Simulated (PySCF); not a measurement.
Gas-phase reaction: SnH2 + 2 Cl ⇌ SnHCl + HCl

Computed with PySCF (xtb for GFN2) and rigid-rotor harmonic-oscillator thermochemistry at 1 bar. † marks an energy on the PBE0/def2-TZVP geometry and frequencies; other levels use their own. CCSD(T) freezes the core. Open shells (unrestricted): Cl (multiplicity 2, electronic degeneracy 6); the rest are closed-shell singlets. GFN2 has no spin-polarisation term. Spin-orbit splitting is ignored; it lowers the true energy and changes the entropy of Cl. Sn: scalar-relativistic def2 core potential, no spin-orbit coupling. SnH2, SnHCl: computed as isolated molecules; such fragments, hydroxides, amides, oligomers or adducts are transient or little studied in the gas. CCSD(T) isn't extrapolated to the basis-set limit; its ΔH°(298 K) is -488.6 kJ in def2-SVP and -531.0 kJ in def2-TZVPP. The harmonic model lacks anharmonicity and excited electronic states, which grow with temperature; levels with a mode under 35 cm⁻¹ are left out.

```json
[
 {"level": "BLYP/def2-TZVP†", "ΔE electronic, kJ": "-541", "ΔH°(298 K), kJ": "-535", "ΔS°(298 K), J/K": "-105", "ΔG°(2000 K), kJ": "-313"},
 {"level": "CCSD(T)/def2-TZVPP†", "ΔE electronic, kJ": "-537", "ΔH°(298 K), kJ": "-531", "ΔS°(298 K), J/K": "-105", "ΔG°(2000 K), kJ": "-309"},
 {"level": "GFN2-xTB", "ΔE electronic, kJ": "-538", "ΔH°(298 K), kJ": "-535", "ΔS°(298 K), J/K": "-104", "ΔG°(2000 K), kJ": "-318"},
 {"level": "PBE0/def2-QZVP†", "ΔE electronic, kJ": "-563", "ΔH°(298 K), kJ": "-557", "ΔS°(298 K), J/K": "-105", "ΔG°(2000 K), kJ": "-335"},
 {"level": "ωB97X-V/def2-TZVP†", "ΔE electronic, kJ": "-556", "ΔH°(298 K), kJ": "-550", "ΔS°(298 K), J/K": "-105", "ΔG°(2000 K), kJ": "-328"}
]
```
ΔH° is lowest at PBE0/def2-QZVP† and highest at CCSD(T)/def2-TZVPP†. No reference value is set beside these.
